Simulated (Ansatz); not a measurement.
Kohn–Sham single points on F2OSW (`[O]=[W]([F])([F])=[S]`).

```yaml
crystal:
  periodic: [false, false, false]
  atoms:
    - {symbol: O, position_ang: [-0.715575, -0.490795, 1.474038]}
    - {symbol: W, position_ang: [0.017029, -0.094450, 0.006034]}
    - {symbol: F, position_ang: [1.815870, -0.491067, 0.112199]}
    - {symbol: F, position_ang: [-0.850995, -0.990346, -1.353492]}
    - {symbol: S, position_ang: [-0.216430, 1.993057, -0.280280]}
basis:
  gaussian: {orbitals: def2-TZVPP}
hamiltonian: {xc: {name: revPBE}, dispersion: d4}
output: {orbitals: {seedname: orbitals}}
```

```sh
$ ansatz run in.yaml --threads 4 --pin off --events-out ev --progress --plain --max-ram 10444MiB
```

Shortened log:

```
Functional definition: revPBE
1082 factors; their error is unknown
mean field evaluation 1: about -20137.1353 eV, gradient 8.9e1 eV
mean field evaluation 2: about -19934.5183 eV, gradient 2.9e2 eV
mean field evaluation 4: about -20145.6356 eV, gradient 4.8e1 eV
mean field evaluation 8: about -20149.7360 eV, gradient 2.4e0 eV
mean field evaluation 16: about -20149.7387 eV, gradient 2.2e-4 eV
mean field -20149.73869049 eV, -740.4892388922 hartree, gradient 3.2e-5 eV, S^2 0.000000; 0 other end points of the search recorded, 0 dependent functions left out
reference -20149.73873591 eV, -740.4892405614 hartree; 28, 28 occupied and 163, 163 virtual orbitals, 1082 factors
Total energy: -20150.08262447 eV, -740.5018782328 hartree
```

Run time 1.2 s (4 threads of an Arm Neoverse V2 on a shared host); peak host memory 0.23 GiB.

Changing it to `hamiltonian: {xc: {name: CAM-B3LYP}, dispersion: d4}` (abridged; 2 s):

```
Functional definition: CAM-B3LYP
mean field evaluation 16: about -20148.6140 eV, gradient 2.9e-4 eV
mean field -20148.61399257 eV, -740.4479070060 hartree, gradient 6.6e-5 eV, S^2 0.000000
Total energy: -20148.74040271 eV, -740.4525524929 hartree
```

The same input with `hamiltonian: {xc: hse06, dispersion: d4}` (abridged; 1.8 s):

```
Functional definition: HSE06
mean field evaluation 16: about -20139.7437 eV, gradient 4.8e-5 eV
mean field -20139.74374524 eV, -740.1219314288 hartree, gradient 4.8e-5 eV, S^2 0.000000
Total energy: -20139.85905558 eV, -740.1261690057 hartree
```

With the line `hamiltonian: {xc: {name: BHLYP}, dispersion: d4}` (abridged; 1.8 s):

```
Functional definition: BHLYP
mean field evaluation 16: about -20144.3113 eV, gradient 1.6e-4 eV
mean field -20144.31131784 eV, -740.2897866259 hartree, gradient 3.2e-5 eV, S^2 0.000000
Total energy: -20144.52642683 eV, -740.2976917357 hartree
```

With the line `hamiltonian: {xc: {name: B97M-V}}` (abridged; 5.5 s):

```
Functional definition: B97M-V
mean field evaluation 16: about -20146.5800 eV, gradient 3.8e-4 eV
mean field -20146.58001446 eV, -740.3731596889 hartree, gradient 6.1e-5 eV, S^2 0.000000
Total energy: -20146.58006796 eV, -740.3731616549 hartree
```

The same input with `hamiltonian: {xc: {name: wB97X-V}}` (abridged; 4.6 s):

```
Functional definition: wB97X-V
mean field evaluation 16: about -20146.1790 eV, gradient 4.1e-4 eV
mean field -20146.17898183 eV, -740.3584220118 hartree, gradient 2.9e-5 eV, S^2 0.000000
Total energy: -20146.17898002 eV, -740.3584219453 hartree
```

HSE06 is the plane-wave form, built on full-range PBE exchange.
